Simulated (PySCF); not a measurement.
Vertical excitations of a molecule C₄H₃ClF₂ from TDA-M06-2X/def2-SVPD (PySCF), as energy in eV (oscillator strength): 5.95 (0.000), 7.00 (0.000), 7.02 (0.001), 7.27 (0.002), 7.36 (0.002), 8.50 (0.051), 8.57 (0.031), 8.62 (0.035), 8.70 (0.015), 8.86 (0.029). Lowest triplet (TDA): 5.40 eV. Geometry: B3LYP-D3(BJ)/def2-SVP. One conformer was computed; it need not be the lowest.

Identify the compound among the candidates.
(A) C#CC(F)(F)CCl
(B) FC(F)=C/C=C\Cl
(C) C=C(F)/C(F)=C\Cl
(D) FC=C=C(F)CCl

A, C#CC(F)(F)CCl
